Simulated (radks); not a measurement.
The numbers below are computed, except where a source is named.
Fractional charge and spin in the 5s shell of lutetium: the spin-up occupation runs from 0 to 1 and the spin-down occupation from 0 to 1; the fullest corner is Lu3+, [Kr] 4d10 4f14 5p6 5s(up 1, down 1). Code: a radial shooting solver on a logarithmic mesh with Libxc functionals. Model: scalar-relativistic Kohn-Sham, PBE, spin-polarised, spherical densities, point nucleus. Energy (eV) above the fullest corner. The planes named below are the two flat planes that join the four corners, with an edge along up + down = one added electron.

\begin{tabular}{lrrr}
down \ up & 0 & 0.5 & 1 \\ \hline
0 & 209.343 & 150.422 & 95.774 \\
0.5 & 150.422 & 96.038 & 45.841 \\
1 & 95.774 & 45.841 & 0.000 \\
\end{tabular}

Corners above the fullest one (they belong to Lu4+ and the next ion): (up 1, down 0) 95.774 eV, (up 0, down 1) 95.774 eV, (up 0, down 0) 209.34 eV. With half an added electron in each spin the energy lies 0.264 eV from the planes, and with half an added electron in spin up alone -2.137 eV. The planes are only a guide here: the flat-plane condition holds for ground states with one frontier orbital, while this shell lies below other occupied shells, so the corners above the fullest one are inner-hole states and not the ground states of those ions.
